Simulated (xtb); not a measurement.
xtb input:

```bash
xtb mol.xyz --gfn 2 --sp --chrg 0 --uhf 0
```
mol.xyz:
```
17

C      1.45643146    -0.50755150     1.22617381
Ge     0.00000000     0.00000000     0.00000000
C     -1.64092924     0.34263018     1.03549946
C     -0.32340924    -1.46476281    -1.27756788
C      0.50790702     1.62968413    -0.98410538
H      1.65054592     0.29202530     1.94226373
H      2.37486162    -0.70160146     0.67063901
H      1.19352407    -1.40916825     1.78093070
H     -2.45999761     0.62549898     0.37300379
H     -1.48151791     1.15173250     1.74945305
H     -1.93853976    -0.54946105     1.58812002
H     -1.12771599    -1.20214422    -1.96597939
H     -0.60625814    -2.37710425    -0.75086316
H      0.57507941    -1.66953746    -1.86115485
H     -0.28708558     1.92697322    -1.66922890
H      1.41570983     1.45957997    -1.56440436
H      0.69139413     2.45320673    -0.29277964
```

Task: Which total energy does the run end on?

Result: -16.58231 Eh (GFN2-xTB).
